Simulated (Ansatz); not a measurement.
Consider the redistribution: `C[O][Ge][NH2]` + `[NH2][Sc]([OH])[OH]` → `[NH2][Ge][NH2]` + `C[O][Sc]([OH])[OH]`.

Isolated molecules relaxed with PBE0-D4/def2-TZVP in Ansatz; ΔE leaves out vibrations. CCSD(T)/CBS is the MP2 limit (def2-TZVPP, def2-QZVPP) plus CCSD(T) − MP2 in def2-TZVPP, frozen cores. DFT in def2-TZVPP. For Ge, Sc outer-core shells are correlated without core-valence functions, which leaves a few kJ/mol of doubt a bond. Scalar relativity is left out up to krypton. Each species was taken in one conformer, which may not be the lowest.

CCSD(T)/CBS gives -44.3 kJ/mol.

(1) Another level gave -41.5 kJ/mol. Which?
A. RPA@PBE/def2-TZVPP
B. HF/def2-TZVPP
C. r2SCAN/def2-TZVPP
D. PBE-QIDH/def2-TZVPP

Largest T1 diagnostic among the species: 0.016.

Results:

(1) C. r2SCAN -41.5, RPA@PBE/def2-TZVPP -36.4, HF/def2-TZVPP -50.3, PBE-QIDH -45.8 kJ/mol.

In def2-TZVPP, CCSD(T) changes the Hartree–Fock value by +8.3 kJ/mol (the triples alone add +1.8 kJ/mol) and MP2 by +6.9 kJ/mol. At CCSD(T), def2-SVP lies −18.0 kJ/mol from the extrapolated value and def2-TZVPP +2.4 kJ/mol. From r2SCAN to r2SCAN0 (25 % exact exchange), in def2-TZVPP and without D4, ΔE moves by −3.2 kJ/mol.
